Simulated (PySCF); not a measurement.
# Se: ionisation energy

Se [Ar] 3d10 4s2 4p4 (3P) → Se⁺ [Ar] 3d10 4s2 4p3 (4S), as a difference of total energies. All numbers are calculated (PySCF 2.14, the spin-free X2C one-electron Hamiltonian (Gaussian nucleus), in jorge-DZP-DKH (8s6p2d1f, 43 functions)). Correlated levels: valence: [Ar] 3d10 frozen. The calculations carry no spin-orbit coupling.

Order these methods by the ionisation energy they give, lowest first.
A. CCSD(T) (valence)
B. LDA
C. MP2 (valence)
D. UHF

D (8.443 eV), C (8.599 eV), A (8.623 eV), B (9.765 eV).

Errors of the correlated levels include the incompleteness of this basis and the frozen core.

For comparison: 9.635 eV (measured; NIST levels, between the centres of gravity of the two terms).
